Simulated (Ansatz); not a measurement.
```yaml
crystal:
  periodic: [false, false, false]
  atoms:
    - {symbol: Pb, position_ang: [-0.591600, -1.419948, 0.532439]}
    - {symbol: Pb, position_ang: [-0.467565, 2.346142, 0.582421]}
    - {symbol: Pb, position_ang: [0.644344, 0.793276, -2.782125]}
    - {symbol: S, position_ang: [2.107999, 1.628097, -0.551333]}
    - {symbol: S, position_ang: [-3.143797, 0.354680, 2.555625]}
    - {symbol: S, position_ang: [2.342782, -0.265286, 0.439715]}
    - {symbol: S, position_ang: [3.007633, -1.492010, -1.115418]}
    - {symbol: S, position_ang: [-0.219501, 0.503785, 2.419690]}
    - {symbol: S, position_ang: [-1.490799, 0.520038, -1.189029]}
    - {symbol: S, position_ang: [1.272474, -1.805500, -2.233214]}
    - {symbol: S, position_ang: [-3.461970, -1.163273, 1.341229]}
basis:
  gaussian: {orbitals: def2-TZVP, initial_orbitals: start.molden}
magnetization: {spin_polarized: true, initial_magnetization: 2}
hamiltonian: {xc: pbe0, dispersion: d4}
scf: {omitted_lower_state_checks: [starts]}
output: {orbitals: {seedname: orbitals}}
```

The file start.molden holds the orbitals of an earlier run on this structure, at another level or in another basis.

```sh
$ ansatz run in.yaml --threads 4 --pin off --events-out ev --progress --plain --max-ram 6963MiB
```

Problem. Does this run fit into the memory that it is given?

Solution. No. It has 446 basis functions, and Ansatz plans for 9 GiB where 7 GiB are given.
